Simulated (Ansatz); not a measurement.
Coupled-cluster diagnostics for FeMe2 (C2H6Fe), Ansatz.

Geometry of the quintet (PBE0-D4/def2-TZVP):

```xyz
9

Fe   -0.093   -0.051    0.043
C    -0.880    1.808    0.242
H    -0.094    2.568    0.311
H    -1.497    1.903    1.143
H    -1.514    2.080   -0.611
C     0.872   -1.812   -0.238
H     0.816   -2.143   -1.283
H     0.455   -2.620    0.375
H     1.935   -1.734    0.017
```

Correlated methods freeze 7 core orbitals; core or outer-core shells of Fe are correlated, in sets that lack core-valence functions.

(1) Estimate the CCSD(T) correlation energy, the shares of MP2 and (T), T1 and the reference's ⟨S²⟩ for: charge 0, quintet, own geometry in def2-TZVP; charge 1, sextet, vertical in def2-TZVP; and the rough time on 2 threads of Arm Neoverse V1 on a shared host.

## Answers

(1) 
| state | basis | correlation (eV) | MP2 share (%) | (T) share (%) | T1 | ⟨S²⟩ (pure) | wall time | remarks |
| --- | --- | --- | --- | --- | --- | --- | --- | --- |
| charge 0, quintet, own geometry | def2-TZVP | -22.732 | 93.9 | 2.9 | 0.019 | 6.03 (6.00) | 2.7 min | – |
| charge 1, sextet, vertical | def2-TZVP | -22.121 | 91.8 | 3.1 | 0.059 | 8.76 (8.75) | 3.5 min | large T1 |
Customary marks for T1 are 0.02 (closed shells), 0.045 (open shells) and about 0.05 (3d metals). T1 exceeds 0.02 in 1 of 2 rows and 0.045 in 1; the higher it lies, the less the single-reference result can be trusted.
